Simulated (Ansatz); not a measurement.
A made-up structure of GaH$_{2}$O$_{2}$ (charge -1), closed shell:

O1  (-2.039, -0.862, 1.107)
Ga2  (-0.633, -0.130, 0.047)
O3  (1.378, -0.051, 0.621)
H4  (-0.627, 0.630, -1.593)
H5  (1.921, 0.413, -0.182)
(Å)

It is relaxed with PBE-D4/def2-SVPD and then PBE0-D4/def2-TZVPD (Ansatz 0.2.0). Atoms count as bonded within 1.22 times the sum of their covalent radii (H–H: 0.88 Å). The end point is not checked to be a true minimum.

**Question.** Does its bonding change? (Judge from chemistry; the calculation decides.)

**Answer.** Computed: No: no bond forms or breaks.

Where it ends: The first stage lowers the energy by 0.91 eV in 5 steps. It ends as GaH₂O₂ ([O][GaH][OH]), total charge -1:
O1  (-1.821, -0.769, 0.988)
Ga2  (-0.565, -0.117, 0.042)
O3  (1.231, -0.046, 0.554)
H4  (-0.560, 0.562, -1.422)
H5  (1.715, 0.369, -0.163)
(Å)

Labels in which every atom is bracketed show which atoms are joined, not bond orders.

For scale, one of the runs: PBE0-D4/def2-TZVPD relaxation, 152 basis functions, launched by `ansatz run in.yaml --threads 2 --pin off --events-out ev --progress --plain --max-ram 4352MiB`. Hardware: 2 CPU threads of an Arm Neoverse V2, shared host. Wall time about 14 s.
